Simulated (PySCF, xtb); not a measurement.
CHO₂, SMILES [O]C=O (connectivity only; charge and spin as stated), charge -1, multiplicity 1.

GFN2-xTB (xtb 6.7.1) at its own geometry gives an orbital gap of 5.35 eV.

Coordinates come from a B3LYP-D3(BJ)/def2-TZVPD optimisation. The multiplicity is an assumed one; other spin states were not compared. The isomer is the one that the SMILES or the coordinates give; other isomers of the formula were not compared.

### Question
What does PBE/def2-TZVPD in PySCF give? (An estimate is asked for; the answer gives what the named calculation found.)

### Answer
gap 3.94 eV (levels 0.28 and 4.22 eV).
